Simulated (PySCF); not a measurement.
PySCF input for C5H7F, SMILES [C@@H]1(F)[C@@H](C=C1)C, PBE/pcSseg-1. Geometry: B3LYP-D3(BJ)/def2-SVP. The structure was generated by enumeration; whether it is a known compound was not checked.

```python
import numpy as np
from pyscf import gto, scf, dft
from pyscf.prop.nmr import rks as nmr

mol = gto.M(
    atom='''
    C     1.79399758   -0.20463988   -0.31105594
    C     0.48276008    0.52237760   -0.57768181
    C    -0.06276083    1.41533616    0.52899739
    C    -1.12163036    0.63413913    0.80258396
    C    -0.81448404   -0.32742907   -0.31999991
    F    -0.59574135   -1.64480972    0.03236086
    H     1.98155817   -0.96748081   -1.08324566
    H     1.77011024   -0.71051344    0.66535114
    H     2.64057348    0.50063502   -0.31596907
    H     0.50537735    0.99674874   -1.57621074
    H     0.27976557    2.37671848    0.92330657
    H    -1.94780122    0.69257849    1.51533983
    H    -1.53520611   -0.32410268   -1.15688186
    ''',
    basis='pcSseg-1',
    charge=0,
    spin=0,
    max_memory=1600,
    verbose=3,
)
mf = dft.RKS(mol, xc='pbe')
mf.grids.level = 3
mf.conv_tol = 1e-10
mf.max_cycle = 100
mf.kernel()
n = nmr.NMR(mf)
n.verbose = 2
n.max_cycle_cphf = 60
sigma = n.kernel()
print('atom   isotropic/ppm   span/ppm')
for i, s in enumerate(sigma):
    w = np.linalg.eigvalsh((s + s.T) / 2)
    print(f'{mol.atom_symbol(i):2s}{i + 1:3d} {w.mean():14.3f} {w[2] - w[0]:11.3f}')
```

Log of the run:

```
converged SCF energy = -294.142171216398
atom   isotropic/ppm   span/ppm
C   1        161.975      28.702
C   2        127.762      22.031
C   3         24.700     229.903
C   4         33.862     202.003
C   5         84.641      79.760
F   6        364.815      53.875
H   7         29.848       9.706
H   8         30.214       8.030
H   9         29.864       9.575
H  10         28.113       6.678
H  11         24.571       3.063
H  12         24.778       2.830
H  13         25.761       7.059
```

The run converged.
